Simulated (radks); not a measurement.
Numerical settings for the cobalt ion Co4+, [Ar] 3d5. Calculated with a radial shooting solver on a logarithmic mesh with Libxc functionals: scalar-relativistic Kohn-Sham, r2SCAN, spin-polarised, spherical densities, finite nucleus; open shells are filled with parallel spins first; meta-GGA in the generalised Kohn-Sham scheme; Fermi nuclear charge, rms radius 3.7875 fm. The defaults (mesh step 0.008 in ln r, mesh end at 40 bohr or more with all orbitals vanishing there, Anderson mixing 0.5 over 9 steps, residual threshold near 1e-9 with the energy settled to 1e-9 hartree or 1e-11 of itself, here a cap of 85 iterations) give E = -1389.441 hartree and 3d at -69.015 eV in 12 iterations. Run on one thread of a shared host, so times are rough (Arm Neoverse V2): 0.11 s of CPU time, 0.11 s wall, 12 iterations on 2189 mesh points. One setting is changed at a time: mesh step in ln r 0.02; mesh step in ln r 0.2; mesh step in ln r 0.003; mesh end (bohr) 3; mesh end (bohr) 1; residual threshold 1e-05; residual threshold 0.01; mixing 0.2; linear mixing, mixing 1; linear mixing, mixing 0.2; mixing history 3; iteration cap 8. Which runs fail to converge, and which converge to a wrong energy?

Answer. Not converged within the cap: mesh step in ln r 0.2; linear mixing, mixing 1; iteration cap 8. Settled on a wrong energy, with an occupied level pushed above zero by the early mesh end: mesh end (bohr) 1 (+43.9 hartree). Apart from these: settings that end as converged yet miss the energy by more than 1 mhartree: mesh end (bohr) 3 (+0.018 hartree).
